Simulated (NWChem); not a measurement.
# PbNH3, singlet; SMILES [NH2][PbH]

Results from NWChem. Low-valent species are run as closed-shell singlets; no triplet was tried in these runs. def2 effective core potentials on Pb; no spin-orbit coupling. Each level has its own optimisation; frequencies are unscaled.

Problem. Order these by “lowest (cm⁻¹)”, lowest first: PBE/def2-SVP; CAM-B3LYP/def2-SVP; PBE0/def2-SVP.

Solution. PBE/def2-SVP (331), PBE0/def2-SVP (347), CAM-B3LYP/def2-SVP (376)
